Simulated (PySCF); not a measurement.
C6H6Se.
Bonds: Se1–C2, C2–C3 (aromatic), C3–C4 (aromatic), C4–C5 (aromatic), C5–C6 (aromatic), C6–C7 (aromatic), C2–C7 (aromatic). Hydrogens: H8 on Se1; H9 on C3; H10 on C4; H11 on C5; H12 on C6; H13 on C7.

Computed with PBE0-D3(BJ)/def2-SVP geometry optimisation, gas phase in PySCF.

What internal coordinates does the optimisation give?

```json
{"bond": "Se1–C2", "length (Å)": "1.905"}
{"bond": "C2–C3, C2–C7", "length (Å)": "1.399"}
{"bond": "C3–C4, C6–C7", "length (Å)": "1.393"}
{"bond": "C4–C5, C5–C6", "length (Å)": "1.394"}
{"bond": "Se1–H8", "length (Å)": "1.470"}
{"bond": "C3–H9, C7–H13", "length (Å)": "1.093"}
{"bond": "C4–H10, C6–H12", "length (Å)": "1.093"}
{"bond": "C5–H11", "length (Å)": "1.092"}
```

Bonds in one row agree within 0.01 Å and their mean is given. A selection of angles:
```json
{"angle": "C2–Se1–H8", "degrees": "95.0"}
{"angle": "Se1–C2–C3", "degrees": "117.8"}
{"angle": "Se1–C2–C7", "degrees": "122.7"}
{"angle": "C3–C2–C7", "degrees": "119.5"}
{"angle": "C2–C3–C4", "degrees": "120.1"}
{"angle": "C2–C3–H9", "degrees": "120.2"}
{"angle": "C4–C3–H9", "degrees": "119.7"}
{"angle": "C3–C4–C5", "degrees": "120.4"}
{"angle": "C3–C4–H10", "degrees": "119.4"}
{"angle": "C5–C4–H10", "degrees": "120.2"}
{"angle": "C4–C5–C6", "degrees": "119.4"}
{"angle": "C4–C5–H11", "degrees": "120.3"}
{"angle": "C5–C6–C7", "degrees": "120.6"}
```

Dihedral angles: H8–Se1–C2–C3 180° (antiperiplanar).

The 6-membered ring C2–C3–C4–C5–C6–C7 has internal angles of 119.4° to 120.6°; it is planar, 0.00 Å rms from its mean plane, widest ring torsion 0°. Of the pairs four or more bonds apart, H8···H13 is among the closest relative to their van der Waals radii: 2.39 Å, 100 % of the sum of Bondi's values. The 7 heavy atoms lie in one plane (0.000 Å rms).

Point group: Cs (every atom within 0.08 Å of its image). No PBE0-D3(BJ)/def2-SVP frequencies stand behind this structure, so it isn't proved a minimum. One conformer, not necessarily the lowest (H–Se1–C2–C3 180°).
